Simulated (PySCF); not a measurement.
# One molecule, several mistakes: AlClGeH2O

These are calculations, not measurements. The program is PySCF 2.14.0, an open-source quantum chemistry code, run on an isolated molecule that a program drew, which may never have been made. The molecule is AlClGeH2O (charge 0, singlet), drawn as the SMILES string `[OH][Al]([Cl])[GeH]`.

Each row is a Hartree-Fock (HF) and frozen-core CCSD(T) single point in the cc-pV(D+d)Z basis, meant for a local HF minimum. Run 1 is clean. Each other run has one planted mistake out of seven kinds, and not every kind appears here: one electron removed, one electron added, multiplicity raised by two, geometry at a saddle point, minimal basis STO-3G, one bond length entered in bohr, all coordinates scaled. The reference is restricted for singlets and unrestricted otherwise, and also for a bond in bohr. Adding or removing an electron swaps singlet and doublet. Electrons count all cores. HOMO and LUMO are orbital energies over both spins, the gradient is its largest component, and the lowest frequency (negative if imaginary) is given only where the gradient is small. Bond lengths are over the 5 bonds as drawn. T1 is the CCSD diagnostic: over 0.02 (restricted) or 0.045 (unrestricted) a single reference is doubtful. Germanium has the cc-pVDZ-PP basis, with a core potential (ECP10MDF) in place of its 10 inner electrons, and its 3s, 3p and 3d shells are frozen in CCSD(T).

Geometry of the clean run:
```xyz
6
AlClGeH2O, angstrom
O     1.0088    2.3304   -0.3281
Al    1.4970    0.9324    0.4735
Cl    2.2774    1.1412    2.4473
Ge    1.3765   -1.3405   -0.6827
H     1.0053    3.2281   -0.0382
H    -0.0697   -1.5674   -0.0722
```

```
run,electrons,basis functions,<S^2>,HOMO (eV),LUMO (eV),gradient (hartree/bohr),lowest frequency (cm^-1),mean bond (Å),longest bond (Å),T1,HF (hartree),CCSD(T) (hartree),mistake
1,72,93,0.000,-8.63,-0.22,1.7e-05,76,1.7798,2.553,0.0141,-1070.94519,-1071.45143,no fault
2,73,93,0.762,-1.73,6.69,3.7e-02,-,1.7798,2.553,0.0149,-1070.97967,-1071.49715,one electron added
3,71,93,0.773,-16.43,-6.99,5.4e-02,-,1.7798,2.553,0.0186,-1070.65937,-1071.14105,one electron removed
4,72,93,1.269,-7.42,-1.10,4.9e-03,-,2.1593,4.030,0.0677,-1070.81536,-1071.30408,one bond length entered in bohr
5,72,93,0.000,-8.36,-0.01,1.0e-01,-,1.6516,2.369,0.0126,-1070.91064,-1071.41059,?
6,72,93,2.020,-8.08,-0.61,2.1e-02,-,1.7798,2.553,0.0166,-1070.92667,-1071.41745,?
```

**Which mistake was planted in run 5, and what did it cost?**

The mean and the longest bond both change by the same factor, 0.928, and the gradient is no longer small. So the mistake is: all coordinates scaled. Subtracting run 1 and multiplying by 627.51 kcal/mol a hartree, the energy moved by 21.7 kcal/mol in HF and 25.6 kcal/mol in CCSD(T).

**Which mistake was planted in run 6, and what did it cost?**

Electrons, basis and geometry are unchanged, and <S^2> is 2.020, beside S(S+1) = 2.00 for a multiplicity of 3. So the mistake is: multiplicity raised by two. Subtracting run 1 and multiplying by 627.51 kcal/mol a hartree, the energy moved by 11.6 kcal/mol in HF and 21.3 kcal/mol in CCSD(T).

Cautions from the logs. Run 4: T1 is over the limit, so its CCSD(T) energy is less reliable.
